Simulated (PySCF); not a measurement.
These 2 structures share the formula C9H14O2. Theory: PBE0-D3(BJ)/def2-SVP geometry optimisation, gas phase (PySCF). One conformer each; no zero-point energy, no entropy. No frequencies were run at this level. Point groups hold within 0.08 Å.

**Question.** Order them by energy at this level, lowest first, and give relative energies in kcal/mol.
A. `[CH2:1]=[C:2]([CH3:3])[C@@H:4]1[O:5][CH2:6][C@@H:7]([CH2:8][CH3:9])[C:10]1=[O:11]` with C1–C2–C4–O5 14°, C6–C7–C8–C9 -171°, C2–C4–O5–C6 -142°, C4–O5–C6–C7 35°, O5–C6–C7–C8 -159°, C6–C7–C10–O11 -157°
B. `[CH2:1]=[C:2]1[CH2:3][CH2:4][CH:5]([O:6][C:7]([CH3:8])=[O:9])[CH2:10][CH2:11]1` with C4–C5–O6–C7 154°, C5–O6–C7–C8 180°, C1–C2–C3–C4 -125°, C2–C3–C4–C5 -54°, C3–C4–C5–O6 177°, C4–C5–C10–C11 -56°

**Answer.** B (0.0), A (25.8).

As drawn, the lower has a C(=O)–O unit, which the higher lacks.

```tsv
SMILES	E (Eh)	E rel (kcal/mol)	dipole (D)	point group	A, B, C (MHz)
C=C1CCC(OC(C)=O)CC1	-500.92570	0.0	1.60	C1	2947, 556.6, 515.0
C=C(C)[C@@H]1OC[C@@H](CC)C1=O	-500.88460	25.8	1.57	C1	1905, 764.0, 623.1
```
